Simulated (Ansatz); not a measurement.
Input for Ansatz (a program for electronic structure): R-BLYP/def2-TZVPP on Cl2 (SMILES ClCl).

Ansatz 0.2 input:
```yaml
crystal:
  periodic: [false, false, false]
  atoms:
    - {symbol: Cl, position_ang: [0.00000000, 0.00000000, 1.00675153]}
    - {symbol: Cl, position_ang: [-0.00000000, -0.00000000, -1.00675153]}
basis:
  gaussian:
    orbitals: def2-TZVPP
hamiltonian:
  xc: {name: BLYP}
scf: {lower_state_search: off}
```

Program output:

```
WARN ansatz: RAYON_NUM_THREADS=1 ignored (pool sized by the plan → 1); use --threads N
Functional definition: BLYP
these checks for a lower state are left out or cut short: stability, starts, cluster_reference, orbital_swaps, neighbouring_geometries, increment
integrals: 0.02 GiB planned
588 factors; their error is unknown
mean field: 0.15 GiB planned
mean field evaluation 1: about -25045.0342 eV, gradient 9.3e0 eV
mean field evaluation 2: about -25045.1271 eV, gradient 6.5e0 eV
mean field evaluation 4: about -25045.1934 eV, gradient 9.2e-2 eV
mean field evaluation 8: about -25045.1752 eV, gradient 2.0e-4 eV
mean field -25045.17517849 eV, -920.3932115800 hartree, gradient 9.9e-7 eV, S^2 0.000000; 0 other end points of the search recorded, 0 dependent functions left out
reference -25045.17543722 eV, -920.3932210881 hartree; 17, 17 occupied and 67, 67 virtual orbitals, 588 factors
Total energy: -25045.17543722 eV, -920.3932210881 hartree
Checks for a lower state left out: stability, starts, cluster_reference, orbital_swaps, neighbouring_geometries, increment
```

Self-consistency was reached.

Cost: very roughly 0.6 core-seconds.
